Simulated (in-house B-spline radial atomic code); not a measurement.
How numerical settings move a run on Ge²⁺, [Ar] 3d10 4s2. Computed with an all-electron radial atomic-structure program (B-spline basis): Dirac-Kohn-Sham LDA VWN5, spherical fractional occupations, Fermi nucleus of rms radius 4.0742 fm.

Command:
```bash
python run_scf.py task.json out
```
Settings of the sound reference run:
```
Z                32
electrons        30
configuration    [Ar] 3d10 4s2
hamiltonian      dirac
method           lda,vwn
spin_polarised   False
nucleus          fermi
rms_radius       4.0742
mass_number      74
atomic_mass      73.92118
speed_of_light   137.036
knot_spacing     0.22
spline_order     8
gauss_points     12
box_radius       22.22
max_iterations   70
damping          0.5
damped_steps     3
diis_vectors     10
tolerance        1e-08
start            Thomas-Fermi
```

Cost of the run: 0.82 s on 1 thread of AMD EPYC 9R45 96-Core Processor, on a shared host.

It converges in 9 iterations to -2095.140958 hartree, with 4s1/2 at -29.6308 eV. The other runs change the listed settings, some to values that make no sense; their results aren't properties of the atom or ion. Radii are in bohr (the nuclear one in fm), a minus after a letter asks for a j subshell, and «unchanged» means within 1e-8 hartree. The run stops when the residual is below 10 × tolerance × max(1, Z/10), or a noise floor if that is larger, and the energy moves by less than 1e-8 × √|E| hartree; so very loose and very tight tolerances often act alike.

| changed settings | outcome |
| --- | --- |
| damped_steps = 8 | converged in 12 iterations, energy unchanged, 4s1/2 level +2.8e-06 eV |
| tolerance = 1e-13 | converged in 9 iterations, energy unchanged |
| method = hf, speed_of_light = 16.0058 | stopped with error: Z/c is past the critical charge |
| damped_steps = 0 | converged in 8 iterations, energy unchanged, 4s1/2 level +3.5e-06 eV |
| max_iterations = 50, damping = 0, damped_steps = 30 | converged in 39 iterations, energy unchanged, 4s1/2 level +7.8e-06 eV |
| damped_steps = 30 | converged in 16 iterations, energy unchanged, 4s1/2 level +6.6e-06 eV |
| knot_spacing = 0.15, max_iterations = 50, start = bare nucleus | converged in 10 iterations, energy -1.17e-08 hartree from the reference, 4s1/2 level +4.2e-06 eV |
| spline_order = 10, first_knot = 0.00313, max_iterations = 50, damping = 0 | converged in 11 iterations, energy -5.95e-03 hartree from the reference, 4s1/2 level -8.9e-05 eV |
| tolerance = 1e-06 | converged in 8 iterations, energy unchanged, 4s1/2 level +2.6e-05 eV |
| spline_order = 5 | converged in 9 iterations, energy +2.14e-05 hartree from the reference, 4s1/2 level +4.2e-06 eV |
| damped_steps = 1 | converged in 8 iterations, energy unchanged, 4s1/2 level -1.4e-06 eV |
| electrons = 31, configuration = [Ar] 3d10 4s3, max_iterations = 50 | stopped with error: shell 4s holds at most 2 electrons |

Question: What happens with knot_spacing = 0.75, first_knot = 0.000313, max_iterations = 100, diis_vectors = 4, start = bare nucleus?

Answer: Converged in 11 iterations, energy +9.10e-01 hartree from the reference, 4s1/2 level +1.2e-01 eV (the program warns: 3s1/2 reaches the box edge).

Question: What happens with spline_order = 6?

Answer: Converged in 9 iterations, energy +1.00e-06 hartree from the reference.

Question: What happens with spline_order = 6, max_iterations = 5, damping = 0.8, diis_vectors = 20?

Answer: Not converged after 5 iterations, last residual 1.0e-01, last energy +2.60e-01 hartree from the reference.

Question: What happens with spline_order = 4?

Answer: Converged in 9 iterations, energy +7.36e-04 hartree from the reference, 4s1/2 level +1.5e-04 eV.
